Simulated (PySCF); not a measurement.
A side-by-side comparison of computed properties.

First species: C5H6Cl2O.
InChI=1S/C5H6Cl2O/c1-4(8)2-5(7)3-6/h2H,3H2,1H3/b5-2-

Second species: C6H6OP2.
Z-matrix (Å and degrees, GFN2-xTB geometry), rows numbered from 1:
```
C 
C   1  1.3296
P   2  1.8028  1  121.71
P   3  2.0429  2   97.28  1   179.98
C   4  1.7847  3   99.88  2  -179.96
C   5  1.3763  4  135.80  3     0.10
C   6  1.4072  5  106.19  4   179.97
C   7  1.3649  6  106.10  5     0.00
O   8  1.3357  7  110.76  6    -0.00
H   1  1.0778  2  121.50  3     0.02
H   1  1.0781  2  122.11  3  -179.99
H   2  1.0834  1  120.33  3  -179.99
H   6  1.0713  5  126.10  4    -0.06
H   7  1.0708  6  127.11  5  -180.00
H   8  1.0724  7  131.83  6   179.98
```

Levels: PBE0/def2-SVPD for dipole moment, HOMO energy, LUMO energy, HOMO–LUMO gap, static isotropic polarisability and electronic spatial extent ⟨r²⟩ about the centre of nuclear charge; TDDFT PBE0/def2-SVPD for lowest singlet excitation; TDA PBE0/def2-SVPD for lowest triplet excitation (Tamm–Dancoff); GFN2-xTB for rotational constant A and rotational constant C. Geometries: GFN2-xTB. All species are isolated and taken at one optimised geometry, non-relativistic unless stated. Electronic properties by PySCF.

The conformers computed, where there is a choice (atom-mapped SMILES and torsion angles):
- `[CH3:1][C:2](=[O:3])/[CH:4]=[C:5](\[Cl:6])[CH2:7][Cl:8]`: C1–C2–C4–C5 -175°, C4–C5–C7–Cl8 -92°
- `[CH2:1]=[CH:2]/[P:3]=[P:4]/[c:5]1[cH:6][cH:7][cH:8][o:9]1`: C1–C2–P3–P4 180°, P3–P4–C5–C6 0°

**Question.** Which of the two has the higher ⟨r²⟩, and by how much?

**Answer.** The second: 2117 bohr² against 1667 bohr², a difference of 450 bohr².

**Question.** Which of the two has the higher S1 energy, and by how much?

**Answer.** The first: 3.32 eV against 3.02 eV, a difference of 0.30 eV.

**Question.** Which has the higher HOMO energy?

**Answer.** The second: -6.13 eV against -7.39 eV, a difference of 1.26 eV.

**Question.** Which has the higher LUMO energy?

**Answer.** The first: -2.30 eV against -2.75 eV, a difference of 0.45 eV.

**Question.** Which of the two has the higher rotational constant C, and by how much?

**Answer.** The first: 0.655 GHz against 0.501 GHz, a difference of 0.154 GHz.

**Question.** Which of the two has the higher dipole moment, and by how much?

**Answer.** The first: 3.69 D against 1.11 D, a difference of 2.58 D.

**Question.** Which has the higher rotational constant A?

**Answer.** The second: 4.855 GHz against 2.225 GHz, a difference of 2.630 GHz.

**Question.** Which has the higher static isotropic polarisability?

**Answer.** The second: 148.2 au against 94.3 au, a difference of 53.9 au.

On the first: The polarisability is 13.97 Å³ as a volume (1 au = 0.148185 Å³), or 1.21 au for each of the 78 electrons.

On the second: The 8 singlets span 3.02 to 5.65 eV, and their oscillator strengths add up to 0.65. 2 of the 8 computed singlets lie in the visible range (750 to 380 nm, 1.65 to 3.26 eV), with an oscillator strength of 0.363 in sum.
